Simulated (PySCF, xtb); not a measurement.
F3H3HfO2, SMILES [OH2]->[Hf]([F])([F])([F])[OH], multiplicity 1.

GFN2-xTB (xtb) at its own geometry gives an orbital gap of 4.99 eV and a dipole moment of 3.29 D.

The structure is a stationary point at B3LYP-D3(BJ)/def2-SVP. The spin state was assumed, not searched. The structure was generated by enumeration; whether it is a known compound was not checked. The def2 effective core potentials stand for the cores of Hf; spin–orbit coupling is left out. One conformer was computed; it need not be the lowest.

Problem. What does PBE0/def2-TZVP (PySCF) give? (Estimate from the structure and the level; the computed values follow.)

Solution. gap 8.96 eV (levels -9.37 and -0.41 eV), dipole 2.58 D.
